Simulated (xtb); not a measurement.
W, charge +1, doublet (GFN-xTB shapes and energies of metal compounds can be far from the true ones) (a state made from the parent by changing its charge; the spin is typed, not shown lowest); GFN1-xTB run with xtb.

Input for xtb:
```
$ xtb mol.xyz --gfn 1 --chrg 1 --uhf 1 --json

# file mol.xyz
1

W      0.00000000     0.00000000     0.00000000
```

Output, abridged:

```
   ID    Z sym.   atoms
    1   74 W      1

           -------------------------------------------------
          |                Calculation Setup                |
           -------------------------------------------------

           -------------------------------------------------
          |                 G F N 1 - x T B                 |
           -------------------------------------------------

          ...................................................
          :                      SETUP                      :
          :.................................................:
          :  # basis functions                  10          :
          :  # atomic orbitals                   9          :
          :  # shells                            3          :
          :  # electrons                         5          :
          :  # halogen bonds                     0          :
          :  max. iterations                   250          :
          :  Hamiltonian                  GFN1-xTB          :
          :  restarted?                      false          :
          :  GBSA solvation                  false          :
          :  PC potential                    false          :
          :  electronic temp.          300.0000000     K    :
          :  accuracy                    1.0000000          :
          :  -> integral cutoff          0.2500000E+02      :
          :  -> integral neglect         0.1000000E-07      :
          :  -> SCF convergence          0.1000000E-05 Eh   :
          :  -> wf. convergence          0.2000000E-04 e    :
          :  Broyden damping             0.4000000          :
          :  net charge                          1          :
          :  unpaired electrons                  1          :
          ...................................................

 iter      E             dE          RMSdq      gap      omega  full diag
   1     -1.5399384 -0.153994E+01  0.236E+01    0.00       0.0  T
   2     -1.5399384  0.000000E+00  0.189E+01    0.00       0.0  T
   3     -1.5399384  0.000000E+00  0.145E+01    0.00       0.0  T
   4     -1.5399384  0.000000E+00  0.116E+01    0.00       0.0  T
   5     -1.5399384  0.000000E+00  0.929E+00    0.00       0.0  T
   6     -1.5399384  0.000000E+00  0.743E+00    0.00       0.0  T
   7     -1.5399384  0.000000E+00  0.595E+00    0.00       0.0  T
   8     -1.5399384  0.000000E+00  0.476E+00    0.00       0.0  T
   9     -1.5399384  0.000000E+00  0.381E+00    0.00       0.0  T
  10     -1.5399384  0.000000E+00  0.304E+00    0.00       0.0  T
  11     -1.5399384  0.000000E+00  0.244E+00    0.00       0.0  T
  12     -1.5399384  0.000000E+00  0.195E+00    0.00       0.0  T
  13     -1.5399384  0.000000E+00  0.156E+00    0.00       0.0  T
  14     -1.5399384  0.000000E+00  0.125E+00    0.00       0.0  T
  15     -1.5399384  0.000000E+00  0.998E-01    0.00       0.0  T
  16     -1.5399384  0.000000E+00  0.798E-01    0.00       0.0  T
  17     -1.5399384  0.000000E+00  0.639E-01    0.00       0.0  T
  18     -1.5399384  0.000000E+00  0.511E-01    0.00       0.0  T
  19     -1.5399384  0.000000E+00  0.409E-01    0.00       0.0  T
  20     -1.5399384  0.000000E+00  0.327E-01    0.00       0.0  T
  21     -1.5399384  0.000000E+00  0.262E-01    0.00       0.0  T
  22     -1.5399384  0.000000E+00  0.209E-01    0.00       0.0  T
  23     -1.5399384  0.000000E+00  0.167E-01    0.00       0.0  T
  24     -1.5399384  0.000000E+00  0.134E-01    0.00       0.0  T
  25     -1.5399384  0.000000E+00  0.107E-01    0.00       0.0  T
  26     -1.5399384  0.000000E+00  0.857E-02    0.00       0.0  T
  27     -1.5399384  0.000000E+00  0.686E-02    0.00       0.0  T
  28     -1.5399384  0.000000E+00  0.549E-02    0.00       0.0  T
  29     -1.5399384  0.000000E+00  0.439E-02    0.00       0.0  T
  30     -1.5399384  0.000000E+00  0.351E-02    0.00       0.0  T
  31     -1.5399384  0.000000E+00  0.281E-02    0.00       0.0  T
  32     -1.5399384  0.000000E+00  0.225E-02    0.00       0.0  T
  33     -1.5399384  0.000000E+00  0.180E-02    0.00       0.0  T
  34     -1.5399384  0.000000E+00  0.144E-02    0.00       0.0  T
  35     -1.5399384  0.000000E+00  0.115E-02    0.00       0.0  T
  36     -1.5399384  0.000000E+00  0.920E-03    0.00       0.0  T
  37     -1.5399384  0.000000E+00  0.736E-03    0.00       0.0  T
  38     -1.5399384  0.000000E+00  0.589E-03    0.00       0.0  T
  39     -1.5399384  0.000000E+00  0.471E-03    0.00       0.0  T
  40     -1.5399384  0.000000E+00  0.377E-03    0.00       0.0  T
  41     -1.5399384  0.000000E+00  0.302E-03    0.00       0.0  T
  42     -1.5399384  0.000000E+00  0.241E-03    0.00       0.0  T
  43     -1.5399384  0.000000E+00  0.193E-03    0.00       0.0  T
  44     -1.5399384  0.000000E+00  0.154E-03    0.00       0.0  T
  45     -1.5399384  0.000000E+00  0.124E-03    0.00       0.0  T
  46     -1.5399384  0.000000E+00  0.988E-04    0.00       0.0  T
  47     -1.5399384  0.000000E+00  0.791E-04    0.00       0.0  T
  48     -1.5399384  0.000000E+00  0.632E-04    0.00       0.0  T
  49     -1.5399384  0.000000E+00  0.506E-04    0.00       0.0  T
  50     -1.5399384  0.000000E+00  0.405E-04    0.00       0.0  T
  51     -1.5399384  0.000000E+00  0.324E-04    0.00       0.0  T
  52     -1.5399384  0.000000E+00  0.259E-04    0.00       0.0  T
  53     -1.5399384  0.000000E+00  0.207E-04    0.00       0.0  T
  54     -1.5399384  0.000000E+00  0.166E-04    0.00       0.0  T
  55     -1.5399384  0.000000E+00  0.133E-04    0.00       0.0  T

   *** convergence criteria satisfied after 55 iterations ***

         :::::::::::::::::::::::::::::::::::::::::::::::::::::
         ::                     SUMMARY                     ::
         :::::::::::::::::::::::::::::::::::::::::::::::::::::
         :: total energy              -1.539938446802 Eh    ::
         :: gradient norm              0.000000000000 Eh/a0 ::
         :: HOMO-LUMO gap              0.000000000000 eV    ::
         ::.................................................::
         :: SCC energy                -1.539938446802 Eh    ::
         :: -> electrostatic           0.119770594840 Eh    ::
         :: repulsion energy           0.000000000000 Eh    ::
         :: dispersion energy          0.000000000000 Eh    ::
         :: halogen bond corr.         0.000000000000 Eh    ::
         :: add. restraining           0.000000000000 Eh    ::
         :: total charge               1.000000000000 e     ::
         :::::::::::::::::::::::::::::::::::::::::::::::::::::

           -------------------------------------------------
          |                Property Printout                |
           -------------------------------------------------

    * Orbital Energies and Occupations

         #    Occupation            Energy/Eh            Energy/eV
      -------------------------------------------------------------
         1        1.0000           -0.5728454             -15.5879
         2        1.0000           -0.5728454             -15.5879
         3        1.0000           -0.5728454             -15.5879 (HOMO)
         4        1.0000           -0.5728454             -15.5879 (LUMO)
         5        1.0000           -0.5728454             -15.5879
         6                         -0.3464174              -9.4265
         7                         -0.3449283              -9.3860
         8                         -0.3449283              -9.3860
         9                         -0.3449283              -9.3860
      -------------------------------------------------------------
                  HL-Gap            0.0000000 Eh            0.0000 eV
             Fermi-level           -0.5728454 Eh          -15.5879 eV

  Mulliken/CM5 charges         n(s)   n(p)   n(d)
     1W     1.00000  1.00000   0.000  0.000  5.000

Wiberg/Mayer (AO) data.
largest (>0.10) Wiberg bond orders for each atom

 ---------------------------------------------------------------------------
     #   Z sym  total        # sym  WBO       # sym  WBO       # sym  WBO
 ---------------------------------------------------------------------------
     1  74 W    0.000
 ---------------------------------------------------------------------------

 dipole moment from electron density (au)
     X       Y       Z
   0.0000   0.0000   0.0000  total (Debye):    0.000

           -------------------------------------------------
          | TOTAL ENERGY               -1.539938446802 Eh   |
          | GRADIENT NORM               0.000000000000 Eh/α |
          | HOMO-LUMO GAP               0.000000000000 eV   |
           -------------------------------------------------

normal termination of xtb
```
